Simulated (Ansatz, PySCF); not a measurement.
C₃H₉GaO₂ (SMILES CC[CH2][Ga]([OH])[OH]), singlet, geometry from GFN2-xTB (such geometries of metal compounds can be far from the true shape), with bond 11-7 at 2.4 times its length. Base run: PySCF with CASSCF(2,2)/STO-3G.

PySCF was given this input:
```python
from pyscf import gto, scf, mcscf
import numpy

mol = gto.M(
    atom='''
Ga    0.16430654    0.02264364    0.82539477
O    -0.14976693   -0.85840340    2.30218644
H     0.10260481   -0.72584467    3.21254899
O     1.13584100    1.48021047    0.84413899
H     1.56323340    1.92338415    1.57341705
C    -0.61768893   -0.67160050   -0.91694251
C    -0.22905458    0.21353405   -2.09355842
C    -0.82672969   -0.31200392   -3.39575327
H    -1.70215124   -0.71720633   -0.79322071
H    -0.25950791   -1.69487323   -1.05119768
H    -1.06715968    2.66332308   -1.66955673
H     0.85997810    0.25234714   -2.18061016
H    -0.47253944   -1.32029867   -3.60042394
H    -0.54163902    0.32805606   -4.22735861
H    -1.91296954   -0.33583086   -3.33657983
''',
    basis='sto-3g',
    verbose=4,
)

mf = scf.RHF(mol)
mf.kernel()
mc = mcscf.CASSCF(mf, 2, 2)
mc.fix_spin_(ss=0.0)
mc.kernel()
occ = numpy.linalg.eigvalsh(mc.fcisolver.make_rdm1(mc.ci, mc.ncas, mc.nelecas))[::-1]
ss = mc.fcisolver.spin_square(mc.ci, mc.ncas, mc.nelecas)[0]
print('natural occupations', occ.round(4), ' <S^2>', round(ss, 4))
```

Programs used: Ansatz (an electronic-structure program), PySCF; a row that names a program was run with it.

Variants of this job, named by their change:

| change | ΔE vs base (mEh) | natural occupations | <S^2> of the state | outcome |
|---|---|---|---|---|
| base | 0.000 | 1.29 0.71 | 0.00 | converged |
| correction = SC-NEVPT2 | -272.0 | 1.29 0.71 | 0.00 | converged |
| active space = 4 electrons, 6 orbitals | -13.291 | 1.98 1.29 0.71 0.02 0.00 0.00 | 0.00 | converged |
| active space = 10 electrons, 8 orbitals | - | - | - | not converged |
| fix_spin_ = off | 0.000 | 1.29 0.71 | 0.00 | converged |
| state_average = 2 states | 0.070 | - | - | converged |
| active space = 2 electrons, 4 orbitals | 0.000 | 1.29 0.71 0.00 0.00 | 0.00 | converged |
| code = ansatz | 0.024 | - | - | converged |
| start = MP2 natural orbitals | 0.000 | 1.29 0.71 | 0.00 | converged |
| code = ansatz; correction = SC-NEVPT2, all electrons | -271.9 | - | - | converged |
| orbitals = fixed (CASCI) | 13.217 | 1.31 0.69 | 0.00 | converged |

Active orbitals are taken around the Fermi level unless the row says otherwise; CASSCF can end in different local minima, and two programs can end on different orbitals. State-averaged rows give the lowest state.
